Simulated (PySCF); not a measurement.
Mo(S)2(SH)2 (H₂MoS₄), SMILES [SH][Mo](=[S])([SH])=[S], multiplicity 1.

The structure is a stationary point at B3LYP-D3(BJ)/def2-SVP. The spin state was assumed, not searched. The structure was generated by enumeration; whether it is a known compound was not checked. The def2 effective core potentials stand for the cores of Mo; spin–orbit coupling is left out. The values are those of a single conformer.

Computed with M06-2X/def2-TZVP (PySCF).

Symmetry labels are those of the subgroup C2 that the program uses (full group C2).

Question: List the valence orbital energies around the gap with their symmetry. (The exact figures need the calculation; the answer reports its results.)

Answer: 
```
orbital  symmetry  energy (eV)
-------  --------  -----------
HOMO−7          B       -11.29
HOMO−6          A       -11.02
HOMO−5          A       -10.84
HOMO−4          A       -10.19
HOMO−3          B        -9.74
HOMO−2          A        -9.60
HOMO−1          B        -8.76
HOMO            B        -8.54
LUMO            A        -2.80
LUMO+1          A        -2.63
LUMO+2          B        -1.83
LUMO+3          B        -1.45
```
